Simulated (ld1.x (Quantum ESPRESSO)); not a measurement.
An all-electron radial function and its pseudo partner (zinc (Zn))

Columns: radius, all-electron u(r) and pseudo u(r) of the 3p shell (level -82.37 eV) of zinc in the configuration [Ne] 3s2 3p6 3d10 4s2 4p0; PBE, non-relativistic, TM scheme, ld1.x (Quantum ESPRESSO) 7.5.

```tsv
r (bohr)	all-electron	pseudo
0.075	0.5372	-0.0481
0.150	0.6194	-0.1858
0.225	0.1928	-0.3942
0.300	-0.3481	-0.6435
0.375	-0.7942	-0.8952
0.450	-1.0865	-1.1054
0.525	-1.2348	-1.2357
0.600	-1.2733	-1.2733
0.675	-1.2379	-1.2379
0.750	-1.1583	-1.1583
0.825	-1.0554	-1.0554
0.900	-0.9438	-0.9438
0.975	-0.8324	-0.8324
1.050	-0.7266	-0.7266
1.125	-0.6292	-0.6292
1.200	-0.5415	-0.5415
1.275	-0.4637	-0.4637
1.350	-0.3955	-0.3955
1.425	-0.3363	-0.3363
1.500	-0.2852	-0.2852
1.575	-0.2413	-0.2413
1.650	-0.2038	-0.2038
1.725	-0.1718	-0.1718
1.800	-0.1447	-0.1447
1.875	-0.1218	-0.1218
1.950	-0.1023	-0.1023
```

How many radial nodes do the two functions have?

The all-electron 3p function has n − l − 1 = 1; the pseudo-wave has 0, since the states of the same l below it are removed with the core.

At about which radius was the pseudo-wave matched?

0.60 bohr, where the columns begin to agree (steps of 0.07 bohr).

Where does each function peak?

Outermost all-electron maximum near 0.60 bohr, pseudo maximum near 0.60 bohr (to the table’s step).

Is the pseudo-wave norm-conserving?

Yes: the TM scheme keeps the norm inside the radius equal to the all-electron one, which fixes the energy derivative of the logarithmic derivative at the level.
